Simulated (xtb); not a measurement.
trifluoroacetic acid (C2HF3O2), singlet, from a rough starting geometry; GFN2-xTB (xtb).

Here is a job for xtb.
```
$ xtb mol.xyz --gfn 2 --opt vtight --json

# file mol.xyz
8

O      1.29818351    -0.76611288     0.37982982
C      0.55761044     0.28937288    -0.06611427
O      1.10199439     1.35559941    -0.34668201
C     -0.87968468     0.03375855    -0.12102253
F     -1.42022508    -0.31513828     1.15197514
F     -1.58643664     1.09941085    -0.44417584
F     -1.23830430    -1.00926268    -0.87201318
H      2.19656535    -0.64105513     0.33216030
```

Output, abridged:

```
   ID    Z sym.   atoms
    1    8 O      1, 3
    2    6 C      2, 4
    3    9 F      5-7
    4    1 H      8

           -------------------------------------------------
          |                Calculation Setup                |
           -------------------------------------------------

           -------------------------------------------------
          |                 G F N 2 - x T B                 |
           -------------------------------------------------

          ...................................................
          :                      SETUP                      :
          :.................................................:
          :  # basis functions                  29          :
          :  # atomic orbitals                  29          :
          :  # shells                           15          :
          :  # electrons                        42          :
          :  max. iterations                   250          :
          :  Hamiltonian                  GFN2-xTB          :
          :  restarted?                      false          :
          :  GBSA solvation                  false          :
          :  PC potential                    false          :
          :  electronic temp.          300.0000000     K    :
          :  accuracy                    1.0000000          :
          :  -> integral cutoff          0.2500000E+02      :
          :  -> integral neglect         0.1000000E-07      :
          :  -> SCF convergence          0.1000000E-05 Eh   :
          :  -> wf. convergence          0.1000000E-03 e    :
          :  Broyden damping             0.4000000          :
          :  net charge                          0          :
          :  unpaired electrons                  0          :
          ...................................................

 iter      E             dE          RMSdq      gap      omega  full diag
   1    -27.1570560 -0.271571E+02  0.584E+00    4.82       0.0  T
   2    -27.2099997 -0.529436E-01  0.299E+00    4.05       1.0  T
   3    -27.2135331 -0.353349E-02  0.180E+00    4.48       1.0  T
   4    -27.2166386 -0.310547E-02  0.258E-01    4.24       1.0  T
   5    -27.2169856 -0.346953E-03  0.815E-02    4.30       1.0  T
   6    -27.2169893 -0.372823E-05  0.261E-02    4.30       1.4  T
   7    -27.2169905 -0.117606E-05  0.867E-03    4.30       4.1  T
   8    -27.2169906 -0.172288E-06  0.239E-03    4.30      14.8  T
   9    -27.2169907 -0.904253E-08  0.588E-04    4.30      60.1  T
  10    -27.2169907 -0.616236E-09  0.208E-04    4.30     169.7  T

   *** convergence criteria satisfied after 10 iterations ***

         :::::::::::::::::::::::::::::::::::::::::::::::::::::
         ::                     SUMMARY                     ::
         :::::::::::::::::::::::::::::::::::::::::::::::::::::
         :: total energy             -27.097984405556 Eh    ::
         :: gradient norm              0.175311738679 Eh/a0 ::
         :: HOMO-LUMO gap              4.299623834494 eV    ::
         ::.................................................::
         :: SCC energy               -27.216989417047 Eh    ::
         :: -> isotropic ES            0.081672780586 Eh    ::
         :: -> anisotropic ES          0.005186141728 Eh    ::
         :: -> anisotropic XC         -0.023196368989 Eh    ::
         :: -> dispersion             -0.003958006828 Eh    ::
         :: repulsion energy           0.119005011491 Eh    ::
         :: add. restraining           0.000000000000 Eh    ::
         :: total charge               0.000000000000 e     ::
         :::::::::::::::::::::::::::::::::::::::::::::::::::::

      -----------------------------------------------------------
     |                   =====================                   |
     |                        A N C O P T                        |
     |                   =====================                   |
     |               Approximate Normal Coordinate               |
     |                Rational Function Optimizer                |
      -----------------------------------------------------------
      -----------------------------------------------------------
     |                   =====================                   |
     |                        A N C O P T                        |
     |                   =====================                   |
     |               Approximate Normal Coordinate               |
     |                Rational Function Optimizer                |
      -----------------------------------------------------------

          ...................................................
          :                      SETUP                      :
          :.................................................:
          :   optimization level         verytight          :
          :   max. optcycles                   200          :
          :   ANC micro-cycles                  20          :
          :   degrees of freedom                18          :
          :.................................................:
          :   RF solver                   davidson          :
          :   write xtbopt.log                true          :
          :   linear?                        false          :
          :   energy convergence         0.1000000E-06 Eh   :
          :   grad. convergence          0.2000000E-03 Eh/α :
          :   maxmium RF displ.          1.0000000          :
          :   Hlow (freq-cutoff)         0.1000000E-01      :
          :   Hmax (freq-cutoff)         5.0000000          :
          :   S6 in model hess.         20.0000000          :
          ...................................................

generating ANC from exact Hessian ...
Using Lindh-Hessian (1995)
 Shifting diagonal of input Hessian by    0.0000000000000000
 Lowest  eigenvalues of input Hessian
    0.000000    0.000000    0.000000    0.000000    0.000000    0.000000
[...]
 * total energy  :   -27.0979844 Eh     change       -0.3196732E-10 Eh
 * total energy  :   -27.1103409 Eh     change       -0.1235646E-01 Eh
 * total energy  :   -27.1145132 Eh     change       -0.4172351E-02 Eh
 * total energy  :   -27.1148981 Eh     change       -0.3848389E-03 Eh
 * total energy  :   -27.1149589 Eh     change       -0.6086319E-04 Eh
 * total energy  :   -27.1149710 Eh     change       -0.1210428E-04 Eh
 * total energy  :   -27.1149743 Eh     change       -0.3223116E-05 Eh
 * total energy  :   -27.1149752 Eh     change       -0.9500282E-06 Eh
 * total energy  :   -27.1149753 Eh     change       -0.6040125E-07 Eh
   *** GEOMETRY OPTIMIZATION CONVERGED AFTER 9 ITERATIONS ***
[...]

 iter      E             dE          RMSdq      gap      omega  full diag
   1    -27.2323657 -0.272324E+02  0.863E-05    4.79       0.0  T
   2    -27.2323657 -0.162679E-10  0.446E-05    4.79     791.9  T
   3    -27.2323657 -0.289901E-11  0.256E-05    4.79    1382.4  T

   *** convergence criteria satisfied after 3 iterations ***

         :::::::::::::::::::::::::::::::::::::::::::::::::::::
         ::                     SUMMARY                     ::
         :::::::::::::::::::::::::::::::::::::::::::::::::::::
         :: total energy             -27.114975260889 Eh    ::
         :: gradient norm              0.000095725103 Eh/a0 ::
         :: HOMO-LUMO gap              4.788849520882 eV    ::
         ::.................................................::
         :: SCC energy               -27.232364546703 Eh    ::
         :: -> isotropic ES            0.079655952984 Eh    ::
         :: -> anisotropic ES          0.005399248396 Eh    ::
         :: -> anisotropic XC         -0.023651958308 Eh    ::
         :: -> dispersion             -0.003972394698 Eh    ::
         :: repulsion energy           0.117389285814 Eh    ::
         :: add. restraining           0.000000000000 Eh    ::
         :: total charge              -0.000000000000 e     ::
         :::::::::::::::::::::::::::::::::::::::::::::::::::::

           -------------------------------------------------
          |                Property Printout                |
           -------------------------------------------------

    * Orbital Energies and Occupations

         #    Occupation            Energy/Eh            Energy/eV
      -------------------------------------------------------------
         1        2.0000           -0.9062431             -24.6601
       ...           ...                  ...                  ...
         9        2.0000           -0.6601889             -17.9647
        10        2.0000           -0.6505559             -17.7025
        11        2.0000           -0.6368041             -17.3283
        12        2.0000           -0.6342621             -17.2592
        13        2.0000           -0.5982504             -16.2792
        14        2.0000           -0.5702994             -15.5186
        15        2.0000           -0.5697728             -15.5043
        16        2.0000           -0.5585573             -15.1991
        17        2.0000           -0.5571108             -15.1598
        18        2.0000           -0.5568389             -15.1524
        19        2.0000           -0.5461996             -14.8628
        20        2.0000           -0.5425148             -14.7626
        21        2.0000           -0.4838428             -13.1660 (HOMO)
        22                         -0.3078559              -8.3772 (LUMO)
        23                         -0.0424344              -1.1547
        24                          0.0212950               0.5795
        25                          0.0715880               1.9480
        26                          0.0942322               2.5642
        27                          0.1086093               2.9554
        28                          0.2100795               5.7166
        29                          0.6267964              17.0560
      -------------------------------------------------------------
                  HL-Gap            0.1759870 Eh            4.7888 eV
             Fermi-level           -0.3958494 Eh          -10.7716 eV

     #   Z          covCN         q      C6AA      α(0)
     1   8 O        1.660    -0.325    19.450     5.954
     2   6 C        2.684     0.349    21.067     7.511
     3   8 O        0.856    -0.322    20.186     6.024
     4   6 C        3.325     0.468    17.678     6.683
     5   9 F        0.790    -0.180    11.035     3.924
     6   9 F        0.790    -0.173    10.962     3.911
     7   9 F        0.790    -0.180    11.034     3.924
     8   1 H        0.804     0.364     0.557     1.173

 Mol. C6AA /au·bohr⁶  :        796.451820
 Mol. C8AA /au·bohr⁸  :      16961.192557
 Mol. α(0) /au        :         39.102708

Wiberg/Mayer (AO) data.
largest (>0.10) Wiberg bond orders for each atom

 ---------------------------------------------------------------------------
     #   Z sym  total        # sym  WBO       # sym  WBO       # sym  WBO
 ---------------------------------------------------------------------------
     1   8 O    2.265 --     2 C    1.193     8 H    0.842     3 O    0.210
     2   6 C    3.944 --     3 O    1.820     1 O    1.193     4 C    0.862
     3   8 O    2.117 --     2 C    1.820     1 O    0.210
     4   6 C    3.850 --     6 F    0.975     7 F    0.962     5 F    0.961
                             2 C    0.862
     5   9 F    1.095 --     4 C    0.961
     6   9 F    1.104 --     4 C    0.975
     7   9 F    1.095 --     4 C    0.962
     8   1 H    0.868 --     1 O    0.842
 ---------------------------------------------------------------------------

Topologies differ in total number of bonds
Writing topology from bond orders to xtbtopo.mol

molecular dipole:
                 x           y           z       tot (Debye)
 q only:        1.081      -0.481       0.230
   full:        1.253      -0.529       0.258       3.520
molecular quadrupole (traceless):
                xx          xy          yy          xz          yz          zz
 q only:        3.886      -3.286      -3.418       1.366       0.763      -0.468
  q+dip:        6.103      -3.358      -5.600       1.530       1.524      -0.503
   full:        5.431      -3.634      -5.632       1.517       1.768       0.202

optimized geometry written to: xtbopt.xyz

           -------------------------------------------------
          | TOTAL ENERGY              -27.114975260889 Eh   |
          | GRADIENT NORM               0.000095725103 Eh/α |
          | HOMO-LUMO GAP               4.788849520882 eV   |
           -------------------------------------------------

normal termination of xtb
```
